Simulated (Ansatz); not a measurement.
Compare A (`F[SiH]1NCO1`) with its isomer B (`NC(=O)[SiH2]F`).

Computed with Ansatz on PBE0-D4/def2-TZVP structures; ΔE is electronic, products minus reactants. CBS: MP2 limit from def2 TZ/QZ plus the TZ coupled-cluster correction, frozen cores. Functionals use def2-TZVPP. B3LYP here is the variant with VWN-RPA as its local correlation; programs differ in this. One conformer a species, not always the lowest.

A:

```xyz
9

F     1.797    1.394   -0.652
Si    0.306    0.844   -0.690
N    -0.396    0.361    0.786
C    -0.322   -1.020    0.306
O     0.162   -0.770   -1.026
H    -0.400    1.773   -1.586
H    -0.231    0.576    1.753
H     0.383   -1.649    0.861
H    -1.299   -1.509    0.249
```

B:

```xyz
9

N    -0.9527    1.2350    0.1041
C     0.1332    0.5495    0.5159
O     0.8728    0.9200    1.4116
Si    0.6043   -1.1028   -0.3007
F    -0.4506   -1.4671   -1.4582
H    -1.1869    2.1095    0.5490
H    -1.5337    0.8898   -0.6394
H     1.9455   -0.9670   -0.9076
H     0.5681   -2.1668    0.7252
```

(1) Which is lower in electronic energy at CCSD(T)/CBS, and by how much? (An estimate is asked.)

(2) Give E(B) − E(A) in kJ/mol with PBE-D4, B3LYP, MP2/def2-TZVPP, B2PLYP, r2SCAN-D4, LDA (SPW92), PBE0-D4. (Estimate.)

(3) Does the order hold for the free energy at 298.15 K (harmonic terms from PBE0-D4)? (Estimate.)

Largest T1 diagnostic: 0.015.

## Answers

(1) Ansatz gave: A, by 99.5 kJ/mol.

(2) Computed: PBE-D4 65.4, B3LYP 70.5, MP2/def2-TZVPP 103.3, B2PLYP 82.0, r2SCAN-D4 81.3, LDA (SPW92) 87.7, PBE0-D4 87.0. None reverses the order clearly.

(3) The calculation gave: Yes: G(B) − G(A) = +82.8 kJ/mol, for one conformer each.

At CCSD(T), def2-SVP lies −43.3 kJ/mol from the extrapolated value and def2-TZVPP −2.4 kJ/mol. From BLYP to BHLYP (50 % exact exchange), in def2-TZVPP and without D4, E(B) − E(A) moves by +41.7 kJ/mol.
